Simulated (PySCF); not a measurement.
Zr: excitation energy

Zr [Kr] 4d2 5s2 (3F) → Zr [Kr] 4d3 5s1 (5F), as a difference of total energies. All numbers are calculated (PySCF 2.14, the spin-free X2C one-electron Hamiltonian (Gaussian nucleus), in aug-cc-pVTZ-DK (9s8p6d3f2g, 102 functions)). Correlated levels: valence: [Kr] frozen. The calculations carry no spin-orbit coupling.

| method | excitation energy (eV) |
| --- | --- |
| UHF | 0.013 |
| LDA | 0.061 |
| PBE | -0.104 |
| PBE0 | -0.058 |
| r2SCAN | -0.410 |
| B3LYP | 0.331 |
| HSE06 | -0.039 |
| PBEsol | -0.158 |
| MP2 (valence) | 0.499 |
| SCS-MP2 (valence) | 0.990 |

How much does correlation contribute at MP2 (valence)?

0.499 − (0.013) = 0.486 eV, measured against UHF.

Errors of the correlated levels include the incompleteness of this basis and the frozen core.

For comparison: 0.588 eV (measured; NIST levels, between the centres of gravity of the two terms).
